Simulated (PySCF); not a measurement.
H2Zn, triplet, geometry from GFN2-xTB (such geometries of metal compounds can be far from the true shape) (a higher spin typed on purpose: for a closed-shell molecule this is an excited state).

Here is a job for PySCF.
```python
from pyscf import gto, scf, dft

mol = gto.Mole()
mol.atom = '''
    Zn    0.00700298    0.00572522    0.09593080
    H     0.06721488   -1.18648772   -1.38585186
    H    -0.27730424    1.01473107   -1.49207223
'''
mol.basis = 'def2-svpd'
mol.spin = 2
mol.verbose = 4
mol.build()

mf = dft.UKS(mol)
mf.xc = 'bhandhlyp'
mf = mf.density_fit(auxbasis='def2-universal-jkfit')
mf.kernel()
```

What Mulliken (on the basis functions themselves) charges in atom order does DF-BHANDHLYP/def2-SVPD (PySCF) give?

Zn1 0.12, H2 -0.06, H3 -0.06

Estimate the nuclear repulsion energy that DF-BHANDHLYP/def2-SVPD returns for this input.

16.9234 Eh

Predict the <S^2> from DF-BHANDHLYP/def2-SVPD.

2.025

Give the dipole moment at the level DF-BHANDHLYP/def2-SVPD.

0.53 D

Predict the number of basis functions from DF-BHANDHLYP/def2-SVPD.

50

Predict the total energy from DF-BHANDHLYP/def2-SVPD.

-1780.1488 Eh

These values belong to the state on which the SCF converged, which isn't shown to be the lowest.
